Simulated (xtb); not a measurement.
HGa, triplet, from a rough starting geometry (GFN-xTB shapes and energies of metal compounds can be far from the true ones) (the spin is typed, not shown lowest); GFN2-xTB (xtb).

The xtb input:
```
$ xtb mol.xyz --gfn 2 --uhf 2 --opt vtight --json

# file mol.xyz
2

Ga     0.49271174     0.16480760    -0.75176104
H     -0.53632204    -0.17201820     0.74138365
```

Q: Predict the main parts of the log of this xtb run.

A: 
```
   ID    Z sym.   atoms
    1   31 Ga     1
    2    1 H      2

           -------------------------------------------------
          |                Calculation Setup                |
           -------------------------------------------------

           -------------------------------------------------
          |                 G F N 2 - x T B                 |
           -------------------------------------------------

          ...................................................
          :                      SETUP                      :
          :.................................................:
          :  # basis functions                  11          :
          :  # atomic orbitals                  10          :
          :  # shells                            4          :
          :  # electrons                         4          :
          :  max. iterations                   250          :
          :  Hamiltonian                  GFN2-xTB          :
          :  restarted?                      false          :
          :  GBSA solvation                  false          :
          :  PC potential                    false          :
          :  electronic temp.          300.0000000     K    :
          :  accuracy                    1.0000000          :
          :  -> integral cutoff          0.2500000E+02      :
          :  -> integral neglect         0.1000000E-07      :
          :  -> SCF convergence          0.1000000E-05 Eh   :
          :  -> wf. convergence          0.1000000E-03 e    :
          :  Broyden damping             0.4000000          :
          :  net charge                          0          :
          :  unpaired electrons                  2          :
          ...................................................

 iter      E             dE          RMSdq      gap      omega  full diag
   1     -1.5005086 -0.150051E+01  0.465E+00    0.00       0.0  T
   2     -1.5016439 -0.113537E-02  0.219E+00    0.00       1.0  T
   3     -1.5016724 -0.284405E-04  0.498E-01    0.00       1.0  T
   4     -1.5016824 -0.998634E-05  0.165E-01    0.00       1.0  T
   5     -1.5016795  0.288217E-05  0.848E-02    0.00       1.0  T
   6     -1.5016824 -0.289275E-05  0.321E-02    0.00       2.2  T
   7     -1.5016826 -0.217400E-06  0.996E-03    0.00       7.1  T
   8     -1.5016827 -0.468491E-07  0.520E-04    0.00     136.1  T
   9     -1.5016827 -0.822407E-10  0.216E-04    0.00     326.8  T

   *** convergence criteria satisfied after 9 iterations ***

 transition dipole moment (au) for excitation:           2           3
     X       Y       Z
  -0.1510   0.8021   0.0769  total (au/Debye):    0.820   2.084
 dE (eV)             :    5.517
 oscillator strength :  0.12846E+00

         :::::::::::::::::::::::::::::::::::::::::::::::::::::
         ::                     SUMMARY                     ::
         :::::::::::::::::::::::::::::::::::::::::::::::::::::
         :: total energy              -1.501336640532 Eh    ::
         :: gradient norm              0.005626336929 Eh/a0 ::
         :: HOMO-LUMO gap              0.000000000000 eV    ::
         ::.................................................::
         :: SCC energy                -1.501682651762 Eh    ::
         :: -> isotropic ES            0.000193700680 Eh    ::
         :: -> anisotropic ES          0.000079047247 Eh    ::
         :: -> anisotropic XC          0.000807446758 Eh    ::
         :: -> dispersion             -0.000247188130 Eh    ::
         :: repulsion energy           0.000346011231 Eh    ::
         :: add. restraining           0.000000000000 Eh    ::
         :: total charge              -0.000000000000 e     ::
         :::::::::::::::::::::::::::::::::::::::::::::::::::::

      -----------------------------------------------------------
     |                   =====================                   |
     |                        A N C O P T                        |
     |                   =====================                   |
     |               Approximate Normal Coordinate               |
     |                Rational Function Optimizer                |
      -----------------------------------------------------------
      -----------------------------------------------------------
     |                   =====================                   |
     |                        A N C O P T                        |
     |                   =====================                   |
     |               Approximate Normal Coordinate               |
     |                Rational Function Optimizer                |
      -----------------------------------------------------------

          ...................................................
          :                      SETUP                      :
          :.................................................:
          :   optimization level         verytight          :
          :   max. optcycles                   200          :
          :   ANC micro-cycles                  20          :
          :   degrees of freedom                 1          :
          :.................................................:
          :   RF solver                   davidson          :
          :   write xtbopt.log                true          :
          :   linear (good luck)              true          :
          :   energy convergence         0.1000000E-06 Eh   :
          :   grad. convergence          0.2000000E-03 Eh/α :
          :   maxmium RF displ.          1.0000000          :
          :   Hlow (freq-cutoff)         0.1000000E-01      :
          :   Hmax (freq-cutoff)         5.0000000          :
          :   S6 in model hess.         20.0000000          :
          ...................................................

generating ANC from exact Hessian ...
Using Lindh-Hessian (1995)
 Shifting diagonal of input Hessian by    0.0000000000000000
 Lowest  eigenvalues of input Hessian
[...]
 * total energy  :    -1.5013366 Eh     change       -0.1674372E-10 Eh
 * total energy  :    -1.5016629 Eh     change       -0.3262860E-03 Eh
 * total energy  :    -1.5017102 Eh     change       -0.4725366E-04 Eh
 * total energy  :    -1.5018776 Eh     change       -0.1674045E-03 Eh
 * total energy  :    -1.5018878 Eh     change       -0.1024742E-04 Eh
 * total energy  :    -1.5018883 Eh     change       -0.4896304E-06 Eh
 * total energy  :    -1.5018883 Eh     change       -0.1567747E-08 Eh
   *** GEOMETRY OPTIMIZATION CONVERGED AFTER 7 ITERATIONS ***
[...]

          ...................................................
          :                      SETUP                      :
          :.................................................:
          :  # basis functions                  11          :
          :  # atomic orbitals                  10          :
          :  # shells                            4          :
          :  # electrons                         4          :
          :  max. iterations                   250          :
          :  Hamiltonian                  GFN2-xTB          :
          :  restarted?                      false          :
          :  GBSA solvation                  false          :
          :  PC potential                    false          :
          :  electronic temp.          300.0000000     K    :
          :  accuracy                    1.0000000          :
          :  -> integral cutoff          0.2500000E+02      :
          :  -> integral neglect         0.1000000E-07      :
          :  -> SCF convergence          0.1000000E-05 Eh   :
          :  -> wf. convergence          0.1000000E-03 e    :
          :  Broyden damping             0.4000000          :
          :  net charge                          0          :
          :  unpaired electrons                  2          :
          ...................................................

 iter      E             dE          RMSdq      gap      omega  full diag
   1     -1.5029127 -0.150291E+01  0.931E-05    0.00       0.0  T
   2     -1.5029127 -0.797140E-13  0.630E-05    0.00    1122.4  T
   3     -1.5029127 -0.526246E-13  0.144E-05    0.00    4915.1  T

   *** convergence criteria satisfied after 3 iterations ***

 transition dipole moment (au) for excitation:           2           3
     X       Y       Z
   0.1533  -0.8159  -0.0784  total (au/Debye):    0.834   2.119
 dE (eV)             :    5.256
 oscillator strength :  0.12660E+00

         :::::::::::::::::::::::::::::::::::::::::::::::::::::
         ::                     SUMMARY                     ::
         :::::::::::::::::::::::::::::::::::::::::::::::::::::
         :: total energy              -1.501888323324 Eh    ::
         :: gradient norm              0.000000155638 Eh/a0 ::
         :: HOMO-LUMO gap              0.000000000000 eV    ::
         ::.................................................::
         :: SCC energy                -1.502912655282 Eh    ::
         :: -> isotropic ES            0.000205582298 Eh    ::
         :: -> anisotropic ES          0.000021435355 Eh    ::
         :: -> anisotropic XC          0.000704391819 Eh    ::
         :: -> dispersion             -0.000214979954 Eh    ::
         :: repulsion energy           0.001024331958 Eh    ::
         :: add. restraining           0.000000000000 Eh    ::
         :: total charge              -0.000000000000 e     ::
         :::::::::::::::::::::::::::::::::::::::::::::::::::::

           -------------------------------------------------
          |                Property Printout                |
           -------------------------------------------------

    * Orbital Energies and Occupations

         #    Occupation            Energy/Eh            Energy/eV
      -------------------------------------------------------------
         1        2.0000           -0.5144473             -13.9988
         2        1.0000           -0.3938919             -10.7183
         3        0.5000           -0.2007525              -5.4628 (HOMO)
         4        0.5000           -0.2007525              -5.4628 (LUMO)
         5                         -0.1311706              -3.5693
         6                         -0.0478813              -1.3029
         7                         -0.0478813              -1.3029
         8                         -0.0456976              -1.2435
         9                         -0.0456976              -1.2435
        10                          0.6342257              17.2582
      -------------------------------------------------------------
                  HL-Gap            0.0000000 Eh            0.0000 eV
             Fermi-level           -0.3274610 Eh           -8.9107 eV

     #   Z          covCN         q      C6AA      α(0)
     1  31 Ga       0.800    -0.052   335.851    46.879
     2   1 H        0.800     0.052     2.343     2.405

 Mol. C6AA /au·bohr⁶  :        389.047549
 Mol. C8AA /au·bohr⁸  :      39658.744982
 Mol. α(0) /au        :         49.284000

Wiberg/Mayer (AO) data.
largest (>0.10) Wiberg bond orders for each atom

 ---------------------------------------------------------------------------
     #   Z sym  total        # sym  WBO       # sym  WBO       # sym  WBO
 ---------------------------------------------------------------------------
     1  31 Ga   0.747 --     2 H    0.747
     2   1 H    0.747 --     1 Ga   0.747
 ---------------------------------------------------------------------------

Topologies differ in total number of bonds
Writing topology from bond orders to xtbtopo.mol

molecular dipole:
                 x           y           z       tot (Debye)
 q only:       -0.094      -0.031       0.136
   full:        0.038       0.012      -0.055       0.173
molecular quadrupole (traceless):
                xx          xy          yy          xz          yz          zz
 q only:        0.009       0.003      -0.002      -0.007      -0.001      -0.007
  q+dip:       -0.048       0.203      -0.601      -0.904      -0.296       0.649
   full:       -0.039       0.162      -0.481      -0.722      -0.237       0.520

optimized geometry written to: xtbopt.xyz

           -------------------------------------------------
          | TOTAL ENERGY               -1.501888323324 Eh   |
          | GRADIENT NORM               0.000000155638 Eh/α |
          | HOMO-LUMO GAP               0.000000000000 eV   |
           -------------------------------------------------

normal termination of xtb
```
